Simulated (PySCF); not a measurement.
## Which enantiomer?

The calculation used PySCF 2.14.0, TDDFT wB97X-D/def2-SVPD circular dichroism and optical rotation, one conformer, gas phase. Geometry: GFN2-xTB.

Values for one enantiomer of C2H10OSi3, R in 10⁻⁴⁰ esu² cm² (velocity form):
```tsv
λ (nm)	f	R
186	0.059	-7.7
185	0.003	-0.1
180	0.0005	+6.4
161	0.002	+1.9
158	0.025	+40.8
153	0.003	-1.2
152	0.013	+12.2
151	0.028	-3.5
150	0.017	-1.8
148	0.101	+71.8
147	0.007	-19.1
145	0.023	+19.5
```

[α] at 589.3 nm: +27 deg dm⁻¹ (g/mL)⁻¹ (origin-invariant length gauge).

Task: Which structure gives these signs?
A. C[Si@@H]1O[SiH2][C@H]1[SiH3]
B. C[Si@H]1O[SiH2][C@@H]1[SiH3]

Result: B. Its CIP labels in SMILES order are R, S; the other enantiomer gives every sign reversed.

Geometry of C[Si@H]1O[SiH2][C@@H]1[SiH3] as run:
```xyz
16

C    -2.452   -0.799    0.389
Si   -0.920   -0.192   -0.533
O    -0.935    1.467   -0.730
Si    0.406    1.890    0.153
C     0.686    0.022    0.504
Si    2.275   -0.791   -0.105
H    -3.358   -0.510   -0.135
H    -2.507   -0.391    1.394
H    -2.443   -1.881    0.465
H    -0.766   -0.774   -1.863
H    -0.021    2.711    1.278
H     1.357    2.540   -0.734
H     0.550   -0.233    1.555
H     3.420   -0.289    0.666
H     2.506   -0.517   -1.526
H     2.193   -2.246    0.084
```
